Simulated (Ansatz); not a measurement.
Reaction (formal hydrolysis of a C–F bond): `FC(F)=N[SiH3]` + H₂O → `O/C(F)=N/[SiH3]` + H–F

Calculated with Ansatz (gas phase, PBE0-D4/def2-TZVP geometries, no zero-point term in ΔE). CCSD(T)/CBS adds triple-zeta CCSD(T) − MP2 to the extrapolated MP2 energy (def2 sets, frozen cores). This one scheme is used for every species. Functionals use def2-TZVPP. B3LYP here is the variant with VWN-RPA as its local correlation; programs differ in this. HSE06 is defined as in plane-wave codes. Each species was taken in one conformer, which may not be the lowest.

```tsv
level	ΔE (kJ/mol)	difference from CCSD(T)/CBS
BLYP-D4	-30.4	5.8
HSE06-D4	-36.2	0.0
BHLYP-D4	-34.5	1.7
B2PLYP	-33.0	3.2
revPBE	-29.5	6.7
BLYP	-26.6	9.6
B3LYP	-29.9	6.3
r2SCAN0	-35.3	0.9
HSE06	-34.8	1.4
HF/def2-SVP	-37.2	-1.0
MP2/def2-SVP	-40.3	-4.1
CCSD(T)/def2-SVP	-36.8	-0.6
HF/def2-TZVPP	-32.1	4.1
SCS-MP2/def2-TZVPP	-35.5	0.7
SCS-MP2/def2-QZVPP	-35.9	0.3
CCSD/CBS(def2)	-35.6	0.6
CCSD(T)/CBS	-36.2	0
```

**Question.** What do rigid-rotor, harmonic-oscillator terms from PBE0-D4/def2-TZVP frequencies (298.15 K, 1 bar) make of the CCSD(T)/CBS value? (Estimate.)

**Answer.** The calculation gave: ΔZPE = +2.3 kJ/mol, ΔH = -34.6 kJ/mol, ΔS = -12 J/(mol·K), ΔG = -30.9 kJ/mol.

Largest T1 diagnostic among the species: 0.013.

From PBE to PBE0 (25 % exact exchange), in def2-TZVPP and without D4, ΔE moves by −3.1 kJ/mol. In def2-TZVPP, CCSD(T) changes the Hartree–Fock value by −3.1 kJ/mol (the triples alone add −0.7 kJ/mol) and MP2 by −7.0 kJ/mol.
